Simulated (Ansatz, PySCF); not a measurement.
System: SnH₃ (charge 0, doublet). SMILES: [SnH3]
Geometry from a B3LYP-D3(BJ)/def2-TZVP (Ansatz, a program for electronic structure) optimisation:
```
Sn
H 1 1.7237
H 1 1.7237 2 109.12
H 1 1.7237 2 109.12 3 119.15
```
Charge 0, spin multiplicity 2.

Wanted: atomisation energy (electronic, to ground-state atoms), in kcal/mol. Valence correlation only, unless marked. UHF or UKS for open shells. No spin-orbit coupling. The frozen core is the preceding noble-gas configuration, with the filled d and f shells of earlier blocks. Past Kr the def2 sets carry scalar-relativistic core potentials. STO-3G rows are all-electron and non-relativistic. The coupled-cluster limit lacks core correlation, which all-electron functionals hold. CBS marks a two-point X^-3 extrapolation of the correlation energy; Hartree-Fock from the larger set.

```tsv
level	program	atomisation energy (kcal/mol)
SVWN5/def2-TZVPD	Ansatz	?
B3LYP-D3(BJ)/def2-TZVPD	Ansatz + dftd3	181.4
PBE0/STO-3G	Ansatz	292.9
PBE0/def2-SVP	Ansatz	?
BHLYP/def2-TZVPD	Ansatz	178.5
MN15/def2-TZVPD	PySCF	?
CAM-B3LYP-D4/def2-TZVPD	Ansatz + dftd4	182.8
wB97M-V/def2-TZVPD	Ansatz	180.8
wB97X-V/def2-TZVPD	Ansatz	183.4
B2GP-PLYP-D4/def2-TZVPD	Ansatz + dftd4	?
CCSD/def2-SVP	Ansatz	165.1
CCSD/def2-QZVPP	Ansatz	178.9
CCSD(T)/CBS(def2-TZVPPD,def2-QZVPPD)	Ansatz	181.2
```

Q: Complete the blanks.

A: 
- SVWN5/def2-TZVPD, atomisation energy (kcal/mol): 202.9
- PBE0/def2-SVP, atomisation energy (kcal/mol): 173.7
- MN15/def2-TZVPD, atomisation energy (kcal/mol): 177.9
- B2GP-PLYP-D4/def2-TZVPD, atomisation energy (kcal/mol): 175.3
